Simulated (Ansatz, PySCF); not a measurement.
Gas-phase reaction in SMILES: C[C@@H]1CC[C@H](C)C1 + 7 [H][H] (H2) → 7 C (CH4)
Geometries: B3LYP-D3(BJ)/def2-TZVP minima from Ansatz (a program for electronic structure), one conformer each, not searched for the lowest. Frequencies are from Ansatz or PySCF.

Wanted: energy of full hydrogenation (enthalpy at 298 K, with B3LYP-D3(BJ) rigid-rotor harmonic-oscillator terms), in kcal/mol. Correlated levels leave the core frozen unless marked. Spin-orbit coupling is left out. Non-relativistic. Basis-set limits of correlation are two-point, X^-3; Hartree-Fock from the larger set. [CCSD(T)-MP2]/basis is that difference in the basis named.

From measured enthalpies of formation at 298 K: -92.2 kcal/mol (C[C@@H]1CC[C@H](C)C1 -32.5, CRC Handbook; [H][H] (H2) 0.0, ATcT 1.112; C (CH4) -17.8, ATcT 1.112). It holds spin-orbit effects, and any other conformers, which the calculations lack, and core correlation, which the frozen-core levels lack. This is an older compilation, not checked against later work.

Task: Rank these levels by their absolute error against the measured value, smallest first: MP2/6-31G* (Ansatz); wB97X/def2-TZVPD (Ansatz); RI-MP2/CBS(aug-cc-pVTZ,aug-cc-pVQZ)+[CCSD(T)-MP2]/aug-cc-pVTZ (Ansatz); B2GP-PLYP/def2-TZVPD (Ansatz); HF/6-31G* (Ansatz).

Result: RI-MP2/CBS(aug-cc-pVTZ,aug-cc-pVQZ)+[CCSD(T)-MP2]/aug-cc-pVTZ (-92.3 kcal/mol, error -0.1), B2GP-PLYP/def2-TZVPD (-98.4 kcal/mol, error -6.2), wB97X/def2-TZVPD (-102.7 kcal/mol, error -10.5), MP2/6-31G* (-78.4 kcal/mol, error 13.8), HF/6-31G* (-127.8 kcal/mol, error -35.6)
